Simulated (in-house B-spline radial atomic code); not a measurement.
Ionising the boron ion B³⁺ with different functionals

Computed with an all-electron radial atomic-structure program (B-spline basis): non-relativistic Hamiltonian, point nucleus, spin-polarised at highest spin, spherical fractional occupations for the functionals, the average over the highest-spin determinants for Hartree-Fock. The ionisation energy is the difference of two self-consistent energies, 1s2 → 1s1, without Breit or QED terms; ε is the level of the shell that loses the electron (its least bound occupied spin orbital).

```csv
method,rung,ΔSCF (eV),-ε(1s) (eV)
Hartree-Fock,Hartree-Fock,258.13,259.65
HF fractional,Hartree-Fock,258.13,259.65
LDA VWN5,LDA,256.43,229.14
LDA PW92,LDA,?,?
LDA exchange-only,LDA,253.09,226.79
PBE,GGA,?,?
PBEsol,GGA,257.40,230.10
BLYP,GGA,259.41,231.84
RPBE,GGA,259.34,231.63
PW91,GGA,259.02,231.65
BP86,GGA,259.60,231.64
AM05,GGA,257.14,229.40
OLYP,GGA,259.45,231.78
TPSS,meta-GGA,259.54,233.42
SCAN,meta-GGA,259.41,234.34
r2SCAN,meta-GGA,259.41,234.34
M06-L,meta-GGA,259.98,234.64
revTPSS,meta-GGA,259.59,233.85
PBE0,global hybrid,258.84,238.60
B3LYP,global hybrid,259.50,237.64
TPSSh,global hybrid,259.53,236.13
M06-2X,global hybrid,259.71,245.54
BHandHLYP,global hybrid,259.44,246.30
r2SCAN0,global hybrid,259.37,240.81
B97-1,global hybrid,259.53,237.78
HSE06,range-separated hybrid,258.89,238.21
wB97X,range-separated hybrid,260.01,240.01
CAM-B3LYP,range-separated hybrid,259.20,239.53
LC-wPBE,range-separated hybrid,258.84,237.42
```

Problem. What does PBE give?

Solution. ΔSCF 258.72 eV, and -ε(1s) = 231.32 eV.

Problem. What does LDA PW92 give?

Solution. ΔSCF 256.40 eV, and -ε(1s) = 229.13 eV.

Problem. Among the functionals, which spreads more, the ΔSCF values or the orbital energies?

Solution. The orbital energies: ΔSCF values span about 6.92 eV and the orbital energies 19.51 eV.

Problem. How do they compare with the NIST value?

Solution. NIST lists 259.374 eV (tabulated theory, ground level to ground level). Errors run from -6.28 to +0.63 eV; r2SCAN0 is closest (+0.00 eV), but part of that can be cancellation, since the calculations leave out relativity, Breit-QED terms. Hartree-Fock also lacks correlation.
